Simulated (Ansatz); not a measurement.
Br$_{2}$Si (SMILES Br[Si]Br), singlet, at a GFN2-xTB geometry; BHLYP/3-21G in Ansatz (a program for electronic structure).

The Ansatz input:
Ansatz 0.2 input:
```yaml
crystal:
  periodic: [false, false, false]
  atoms:
    - {symbol: Si, position_ang: [-0.02306863, -0.00441753, 1.20707901]}
    - {symbol: Br, position_ang: [0.95296278, -1.45162520, -0.22860751]}
    - {symbol: Br, position_ang: [-0.94373533, 1.45339221, -0.25422409]}
basis:
  gaussian:
    orbitals: 3-21G.json
hamiltonian:
  xc: {name: BHLYP}
```
The basis file holds 3-21G in the JSON format of the Basis Set Exchange.

Question: Predict the main parts of the log of this Ansatz run.

Answer: 
```
Functional definition: BHLYP
529 factors; integrals over basis functions are off by at most 2.5e-4 eV
mean field evaluation 1: about -147254.5300 eV, gradient 1.3e1 eV
mean field evaluation 2: about -147254.5565 eV, gradient 1.4e1 eV
mean field evaluation 4: about -147255.3324 eV, gradient 2.3e-1 eV
mean field evaluation 8: about -147255.3350 eV, gradient 3.7e-3 eV
mean field -147255.33498621 eV, -5411.5337474923 hartree, gradient 7.0e-5 eV, S^2 0.000000; 0 other end points of the search recorded, 0 dependent functions left out
reference -147255.33510945 eV, -5411.5337520211 hartree; 42, 42 occupied and 17, 17 virtual orbitals, 529 factors
Total energy: -147255.33510945 eV, -5411.5337520211 hartree
```
